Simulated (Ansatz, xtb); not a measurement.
C5H7FN2: which of two isomers lies lower

Structure I is `CCc1c[nH]c(F)n1`, a singlet and structure II is `Cc1cnc(F)n1C`, a singlet. Both are isolated molecules in the gas phase, relaxed with PBE-D3(BJ)/def2-SVP; the shapes shown needn't be the lowest conformers.

I (Å):

```xyz
15

C    -1.2564   -0.2380   -1.7916
C    -1.6611    1.2393   -1.7032
C    -1.0063    1.9566   -0.5611
C    -0.1622    3.0558   -0.5926
C    -0.4731    2.3517    1.4678
F    -0.3435    2.3306    2.7900
N     0.1754    3.3041    0.7372
N    -1.1855    1.5281    0.7515
H    -1.4735   -0.7493   -0.8329
H    -0.1702   -0.3437   -1.9893
H    -1.8073   -0.7609   -2.5990
H    -2.7644    1.3075   -1.5792
H    -1.4181    1.7702   -2.6471
H     0.2177    3.6709   -1.4144
H     0.7815    4.0412    1.0973
```

II (Å):

```xyz
15

C    -1.2083    1.0421   -0.2149
C     0.1138    0.3816   -0.4023
C     0.6965   -0.2668   -1.4801
C     2.1378   -0.3576    0.0669
C     0.9739    0.8432    1.9587
F     3.2227   -0.5779    0.8083
N     1.9669   -0.7255   -1.1708
N     1.0761    0.3153    0.6147
H    -1.7942    0.9678   -1.1503
H    -1.1137    2.1215    0.0348
H    -1.8093    0.5709    0.5933
H     0.2568   -0.4261   -2.4728
H     0.8238    1.9422    1.9464
H     1.9127    0.6207    2.4976
H     0.1304    0.3775    2.5086
```

Q: Estimate which is lower in electronic energy at CCSD(T)/def2-SVP + ΔMP2/def2-TZVPP, and by roughly how much.

A: The CCSD(T)/def2-SVP + ΔMP2/def2-TZVPP calculation puts structure I lower, by 3.3 kcal/mol.

Level by level:

```csv
level,geometry,E(II) − E(I) (kcal/mol),departure from the last row (kcal/mol),"job, with rough time for the two"
GFN2-xTB,GFN2-xTB,−5.5,−8.8,"optimisation, 0.076 s"
HF/STO-3G,GFN2-xTB,−2.3,−5.6,"single point, 0.32 s"
r2SCAN-D4/def2-SVP,GFN2-xTB,+1.7,−1.6,"single point, 3.3 s"
PBE-D3(BJ)/def2-SVP,PBE-D3(BJ)/def2-SVP,+2.1,−1.2,"optimisation, 21 s"
HF/def2-SVP,PBE-D3(BJ)/def2-SVP,+3.0,−0.3,part of the CCSD(T) run
MP2/def2-SVP,PBE-D3(BJ)/def2-SVP,+3.0,−0.3,part of the CCSD(T) run
CCSD(T)/def2-SVP,PBE-D3(BJ)/def2-SVP,+2.9,−0.4,single point
CCSD(T)/def2-SVP + ΔMP2/def2-TZVPP,PBE-D3(BJ)/def2-SVP,+3.3,,"single point, 86 s"
```

As drawn, II has 1 C–N, 1 C–H in place of 1 C–C, 1 N–H.

GFN2-xTB, HF/STO-3G put the two in the other order. The largest departure from CCSD(T)/def2-SVP + ΔMP2/def2-TZVPP is that of GFN2-xTB, 8.8 kcal/mol. The last row adds to CCSD(T) the change of the MP2 difference between the two basis sets, here +0.4 kcal/mol.

With thermal terms from frequencies at re-optimised GFN2-xTB minima (ideal gas, soft modes damped towards free rotors, one conformer each, 298.15 K, 1 atm): on the last row, ΔE + ΔZPE = +2.8, ΔH = +3.0, ΔG = +2.7 kcal/mol.

The correlated steps freeze 8 core orbitals. Programs: Ansatz 0.2.0, xtb 6.7.1; the last row on 4 threads of Arm Neoverse V2 on a shared host.
